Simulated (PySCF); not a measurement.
Species: C2H12NPSi4.
Structure used (PBE0-D3(BJ)/def2-SVP), in Å, numbered top down from 1:
```
atom  x, y, z in Å
C1     1.1226   -3.0319    0.8680
C2     0.9030   -1.8489    0.6777
Si3    0.6000   -0.0661    0.3485
Si4    2.1371    0.6744   -1.2581
P5     0.9484    0.9950    2.3265
N6    -1.0632    0.2016   -0.1355
Si7   -1.6561   -0.5565   -1.6088
Si8   -2.2221    1.0103    0.9108
H9     1.3130   -4.0762    1.0425
H10    1.9254    2.1443   -1.4511
H11    3.5219    0.4538   -0.7375
H12    1.9987   -0.0082   -2.5809
H13    1.3357    2.2304    1.7210
H14    2.2834    0.4935    2.4031
H15   -2.1970    0.4665   -2.5540
H16   -2.7397   -1.5428   -1.3151
H17   -0.5048   -1.2611   -2.2461
H18   -1.7011    2.3390    1.3514
H19   -2.5676    0.2046    2.1194
H20   -3.4576    1.2123    0.0930
```

Computed at PBE0/pcSseg-1 (PySCF, non-relativistic), with Q(14N) = 0.02044 b: N6, 14N (I = 1): χzz = -2.998 MHz, η = 0.048.

Task: Find the zero-field quadrupole resonance frequencies of 14N at N6.

Result: From ν± = (3/4)|χ|(1 ± η/3) and ν0 = |χ|η/2: ν+ 2.284 MHz, ν− 2.213 MHz, ν0 0.072 MHz (nitrogen bridging silicon atoms).

In a crystal, neighbours and librations shift these lines. One conformer (not necessarily the lowest) at the PBE0-D3(BJ)/def2-SVP geometry, without solvent, vibrations or thermal averaging. With a basis this small, the couplings can be 20 % off.
